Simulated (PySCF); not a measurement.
Delta-SCF ions had no search for a lower state. Excitations are Tamm–Dancoff values on a coarser integration grid. The basis has no diffuse functions, so Rydberg states are missing or too high.

C2H4S2, SMILES `CC(S)=S` (S–C–S–H torsion 0°) (charge 0, multiplicity 1)

These are PBE-D3(BJ)/def2-TZVP in PySCF values and carry that method's errors.

```yaml
HOMO: -5.33 eV
dipole_moment: 1.87 D
HOMO–LUMO gap: 2.41 eV
LUMO: -2.92 eV
S1 excitation (TDA): 2.61 eV
S1 oscillator strength: 0.000
brightest of the four lowest singlets (TDA): 4.75 eV
T1 excitation (TDA): 2.17 eV
S1–T1 gap (TDA): 0.44 eV
vertical ionisation energy (Delta-SCF): 8.55 eV
total_energy: -23799.32 eV
cost: around 80 core-seconds (rough)
```

```xyz
8

C     -1.0030    -0.2319    -0.2768
C      0.2981     0.1979     0.3487
S      0.4168     0.9148     1.8143
S      1.6644    -0.1714    -0.6956
H     -1.1522     0.2744    -1.2437
H     -0.9952    -1.3150    -0.4782
H     -1.8367     0.0072     0.3906
H      2.6079     0.3241     0.1408
```
